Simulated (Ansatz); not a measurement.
BaCl2, SMILES [Cl][Ba][Cl]. Atoms are numbered in the order given.

```xyz
3

Ba     0.0000     0.0000    -0.3433
Cl     0.0000     2.4571     0.8721
Cl     0.0000    -2.4571     0.8721
```

Geometry optimised at B3LYP-D3(BJ)/def2-TZVP. The isomer is the one that the SMILES or the coordinates give; other isomers of the formula were not compared. The def2 effective core potentials stand for the cores of Ba; spin–orbit coupling is left out.

Two levels are set side by side: PBE-D3(BJ)/def2-TZVP (Ansatz, an electronic-structure program) and B3LYP-D3(BJ)/def2-TZVP (Ansatz). Each level has its own optimised geometry; the coordinates shown are those of the second. Differences are taken from unrounded values.

| quantity | B3LYP-D3(BJ) |
|---|---|
| mean bond length (Å) | 2.741 |
| bond Ba1–Cl2 (Å) | 2.741 |
| bond Ba1–Cl3 (Å) | 2.741 |

Question: What does PBE-D3(BJ) give, and how far is it from B3LYP-D3(BJ)? (Estimate from the structure and the level; the computed values follow.)

Answer: 
```json
[
 {"quantity": "mean bond length (Å)", "PBE-D3(BJ)": "2.717", "PBE-D3(BJ) minus B3LYP-D3(BJ)": "-0.024"},
 {"quantity": "bond Ba1–Cl2 (Å)", "PBE-D3(BJ)": "2.717", "PBE-D3(BJ) minus B3LYP-D3(BJ)": "-0.024"},
 {"quantity": "bond Ba1–Cl3 (Å)", "PBE-D3(BJ)": "2.717", "PBE-D3(BJ) minus B3LYP-D3(BJ)": "-0.024"}
]
```

Here PBE gives about what the other level gives.
